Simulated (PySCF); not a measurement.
Compound: C5H5NO2S (charge +1 and doublet state).
SMILES with atom numbers: `[CH3:1][S:2](=[O:3])(=[O:4])[CH2:5][C+:6]=[C:7][C:8]#[N:9]` (hydrogens: H10, H11, H12 on C1; H13, H14 on C5)

Structure used (GFN2-xTB), in Å, numbered top down from 1:
```xyz
14
C5H5NO2S angstrom
C     -2.547   -0.064    0.029
S     -0.886   -0.729    0.264
O     -0.663   -1.132    1.606
O     -0.477   -1.526   -0.835
C      0.202    0.911    0.081
C      1.518    0.501    0.249
C      2.671    0.118    0.400
C      3.951   -0.292    0.566
N      5.012   -0.711    0.716
H     -2.615    0.366   -0.963
H     -3.224   -0.911    0.115
H     -2.753    0.655    0.814
H     -0.025    1.258   -0.925
H     -0.164    1.555    0.879
```

The hyperfine couplings belong to this conformer and change with its torsions.

The calculation used PySCF 2.14.0, UKS B3LYP, pcH-1 on C H N O S, non-relativistic, mean-field spin-orbit, GIAO. Geometry: GFN2-xTB, one conformer, isolated ion. Couplings are sensitive to structure, and on GFN2-xTB geometries they can be far from those on DFT ones, by a factor of two or more for some ions and for spin on atoms past the first row. The SCF solution wasn't tested for stability.

Q: Match the computed a_iso(1H) values +20.7, +0.9 MHz (means over equivalent nuclei) with the sites H10/H11/H12; H13/H14.

A: 
```csv
site,a_iso (MHz),ρ(0) (bohr⁻³),position,distance from C7 (Å),bound to,spin population there,largest |T| (MHz)
H10/H11/H12,+0.9,+0.0002,5 bonds from C7,5.64,C1,+0.06,3.5
H13/H14,+20.7,+0.0046,"3 bonds from C7, on C5 of spin population +0.14",3.21,C5,+0.14,8.8
```

ρ(0) is the spin density at the nucleus and T the dipolar tensor; a_iso includes a spin–orbit part; entries for several nuclei are means. Largest spin populations (Mulliken): C7 (+0.28), N9 (+0.25), C5 (+0.14) and O4 (+0.13). The positive populations add up to 1.09 and the negative ones to -0.09, together 2S = 1. Main spin sites, with 60 % or more of the largest population: C7, N9; positions count bonds from the nearest.

The spin density at the nucleus, in bohr⁻³, is negative for S2 (-0.0620), C8 (-0.0243) and C6 (-0.0153), for instance. A restricted open-shell determinant has no negative spin density anywhere; here it arises because α and β orbitals differ (spin polarisation).

Means are taken over nuclei equivalent by connectivity, which assumes that they swap fast. The three 1H nuclei of mean +0.9 MHz run from -3.5 to 9.7 MHz in the frozen geometry.

C7, the radical centre as drawn in `CS(=O)(=O)C[C+]=[C]C#N`, holds a spin population of +0.28 out of 1.
